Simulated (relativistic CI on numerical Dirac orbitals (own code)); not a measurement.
Computed by Dirac equation for one electron, model QED (radiative potential, 1s self-energy scaled to tabulated hydrogen-like ionisation energies) (own radial code, finite nucleus).

Configuration list: 1s, 2s, 2p, 3s, 3p, 3d, 4s, 4p, 4d, 4f, 5s, 5p, 5d, 5f, 5g, 6s, 6p, 6d. Levels of other configurations are missing.

Outline of the computed level scheme of W LXXIV. Lowest level of each configuration: 1s 2S_1/2 at 0.0 eV; 2p 2P°_1/2 at 60114.4 eV; 2s 2S_1/2 at 60138.6 eV; 3p 2P°_1/2 at 71773.0 eV; 3s 2S_1/2 at 71780.2 eV; 3d 2D_3/2 at 72268.4 eV; 4p 2P°_1/2 at 75781.7 eV; 4s 2S_1/2 at 75784.7 eV; 4d 2D_3/2 at 75989.2 eV.

Some strong electric-dipole decays among the lowest 14 levels: 2p 2P°_1/2 → 1s 2S_1/2 (1.9e+16 s⁻¹); 2p 2P°_3/2 → 1s 2S_1/2 (1.7e+16 s⁻¹); 3p 2P°_3/2 → 1s 2S_1/2 (4.8e+15 s⁻¹); 3p 2P°_1/2 → 1s 2S_1/2 (4.7e+15 s⁻¹); 4p 2P°_3/2 → 1s 2S_1/2 (2.0e+15 s⁻¹); 3d 2D_5/2 → 2p 2P°_3/2 (1.9e+15 s⁻¹); 3d 2D_3/2 → 2p 2P°_1/2 (1.8e+15 s⁻¹); 4p 2P°_1/2 → 1s 2S_1/2 (1.8e+15 s⁻¹).
